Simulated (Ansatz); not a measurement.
Consider the ligand exchange at the Sn–N bond: `[NH2][Sn][NH2]` + H₂S → `[NH2][Sn][SH]` + NH₃.

Isolated molecules relaxed with PBE0-D4/def2-TZVP in Ansatz; ΔE leaves out vibrations. CCSD(T)/CBS adds triple-zeta CCSD(T) − MP2 to the extrapolated MP2 energy (def2 sets, frozen cores). This one scheme is used for every species. Functionals use def2-TZVPP. B3LYP here is the variant with VWN-RPA as its local correlation; programs differ in this. Elements past krypton have def2 core potentials. For Sn outer-core shells are correlated without core-valence functions, which leaves a few kJ/mol of doubt a bond. Each species was taken in one conformer, which may not be the lowest.

```
             level  ΔE (kJ/mol)  difference from CCSD(T)/CBS
       LDA (SPW92)        -71.2                         -0.2
         revPBE-D4        -76.5                         -5.5
           PBE0-D4        -77.8                         -6.8
          B3LYP-D4        -73.5                         -2.5
        r2SCANh-D4        -75.5                         -4.5
          BHLYP-D4        -74.4                         -3.4
      CAM-B3LYP-D4        -65.9                          5.1
           ωB97M-V        -68.8                          2.2
            revPBE        -77.2                         -6.2
              PBE0        -76.8                         -5.8
             B3LYP        -71.5                         -0.5
       HF/def2-SVP        -74.6                         -3.6
  CCSD(T)/def2-SVP        -67.6                          3.4
     HF/def2-TZVPP        -69.8                          1.2
SCS-MP2/def2-TZVPP        -66.8                          4.2
     HF/def2-QZVPP        -69.1                          1.9
       CCSD(T)/CBS        -71.0                            0
```

Largest T1 diagnostic among the species: 0.016.

Leaving LDA and LC-ωPBE aside and taking each functional with its dispersion term where it has one, the values, not all of them listed here, spread over 12.5 kJ/mol, from HSE06-D4 to CAM-B3LYP-D4. LDA lies +4.8 kJ/mol from PBE without D4. At CCSD(T), def2-SVP lies +3.4 kJ/mol from the extrapolated value and def2-TZVPP +3.7 kJ/mol.
